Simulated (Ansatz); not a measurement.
```yaml
crystal:
  periodic: [false, false, false]
  atoms:
    - {symbol: Cr, position_ang: [-0.035152, -0.004436, 0.073332]}
    - {symbol: F, position_ang: [0.520703, 1.543123, 1.002042]}
    - {symbol: F, position_ang: [-0.595192, -1.536887, -0.880637]}
    - {symbol: N, position_ang: [1.865377, -0.834350, 0.488293]}
    - {symbol: H, position_ang: [2.177907, -0.527129, 1.419063]}
    - {symbol: H, position_ang: [2.578371, -0.494856, -0.172127]}
    - {symbol: H, position_ang: [1.836497, -1.893277, 0.423673]}
    - {symbol: N, position_ang: [-1.930311, 0.829147, -0.344103]}
    - {symbol: H, position_ang: [-2.292964, 0.405759, -1.208741]}
    - {symbol: H, position_ang: [-1.850962, 1.883983, -0.423422]}
    - {symbol: H, position_ang: [-2.620060, 0.622925, 0.391687]}
    - {symbol: N, position_ang: [-1.065610, 3.509055, -0.106662]}
    - {symbol: H, position_ang: [-0.573117, 4.040777, -0.836719]}
    - {symbol: H, position_ang: [-0.339610, 2.948684, 0.401579]}
    - {symbol: H, position_ang: [-1.427841, 4.208409, 0.554851]}
    - {symbol: N, position_ang: [1.145100, -3.508596, -0.071103]}
    - {symbol: H, position_ang: [0.717599, -4.162339, 0.597817]}
    - {symbol: H, position_ang: [1.524385, -4.090348, -0.829429]}
    - {symbol: H, position_ang: [0.364880, -2.939644, -0.479394]}
basis:
  gaussian: {orbitals: def2-SVP, final_grid: {core_spheres: 8, valence_spheres: 7, degree: 23}}
total_charge: 1
magnetization: {spin_polarized: false, initial_magnetization: 1}
hamiltonian: {xc: {name: BLYP}, dispersion: d3bjatm}
scf: {lower_state_search: off}
```

```sh
$ ansatz run in.yaml --threads 2 --pin off --events-out ev --progress --plain --max-ram 32768MiB --backend cuda --devices 0, --max-vram 18GiB
```

Output, abridged:

```
Functional definition: BLYP
2077 factors; their error is unknown
mean field evaluation 1: about -39956.4443 eV, gradient 1.4e2 eV
mean field evaluation 2: about -39582.4164 eV, gradient 3.9e2 eV
mean field evaluation 4: about -39660.3749 eV, gradient 3.3e2 eV
mean field evaluation 8: about -39977.8930 eV, gradient 6.8e1 eV
mean field evaluation 16: about -39993.2584 eV, gradient 7.4e-3 eV
mean field -39993.25843800 eV, -1469.7251391923 hartree, gradient 2.5e-6 eV, S^2 0.750000; 0 other end points of the search recorded, 0 dependent functions left out
reference -39993.25896248 eV, -1469.7251584664 hartree; 41, 40 occupied and 134, 135 virtual orbitals, 2077 factors
Total energy: -39994.05233618 eV, -1469.7543144124 hartree
Checks for a lower state left out: stability, starts, cluster_reference, orbital_swaps, neighbouring_geometries, increment
```

It took 2.9 s on 2 threads of AMD EPYC 7R13 on a shared host and a share (18 GiB) of an NVIDIA H100 80GB HBM3, peak host memory 0.83 GiB.

With spin_polarized false and unpaired electrons the run is restricted open-shell.
